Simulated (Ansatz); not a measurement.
**C2H7BOS: which of these isomers lies lowest?**

2 of its isomers, all singlets with charge 0: A = `COB(C)S`; B = `CCB(O)S`.

Shapes, held fixed at every level: PBE0-D4/def2-TZVP. Flexible molecules stand in one conformer, not always the lowest. Programs: Ansatz 0.2.0.

A:

```xyz
12

C    -2.0307    0.2755    0.2654
O    -0.8447   -0.4832    0.3791
B     0.3549   -0.0315   -0.0524
C     1.6169   -0.9438    0.1175
S     0.4433    1.6306   -0.8157
H    -2.8459   -0.3183    0.6779
H    -1.9513    1.2122    0.8248
H    -2.2498    0.5058   -0.7815
H     2.0883   -1.1502   -0.8480
H     2.3757   -0.4544    0.7356
H     1.3577   -1.8962    0.5835
H     1.7626    1.5983   -1.0522
```

B:

```xyz
12

C    -0.9495   -0.4417    1.2668
C     0.0936    0.4035    0.5461
B     0.4108   -0.0411   -0.9257
O    -0.2343   -1.1149   -1.4515
S     1.6272    0.8384   -1.9708
H    -1.9049   -0.4263    0.7384
H    -1.1232   -0.0816    2.2836
H    -0.6373   -1.4861    1.3303
H    -0.2176    1.4558    0.5249
H     1.0351    0.4087    1.1103
H     0.0060   -1.3334   -2.3553
H     1.9709    1.7638   -1.0632
```

Electronic energies in kJ/mol, without zero-point or thermal terms.

(1) Which isomer should be the most stable, and roughly by how much?

Results:

(1) B < A in rising energy, over a span of 40 kJ/mol, by CCSD(T)/CBS estimate. All levels agree on that. The B − A difference spans -42.4 to -36.3 kJ/mol over the levels. The CBS estimate extrapolates MP2 from def2-TZVPP and def2-QZVPP and adds CCSD(T) − MP2 in the triple-zeta set, cores frozen.

```
               level                    kind  B − A
r2SCAN-D4/def2-TZVPP                meta-GGA  -37.0
  PBE0-D4/def2-TZVPP           global hybrid  -39.4
  wB97X-V/def2-TZVPP  range-separated hybrid  -36.3
   B2PLYP/def2-TZVPP           double hybrid  -36.3
      MP2/def2-TZVPP     perturbation theory  -42.4
  CCSD(T)/def2-TZVPP   coupled cluster or CI  -38.8
     CCSD/def2-TZVPP   coupled cluster or CI  -39.2
CCSD(T)/CBS estimate   coupled cluster or CI  -40.0
```
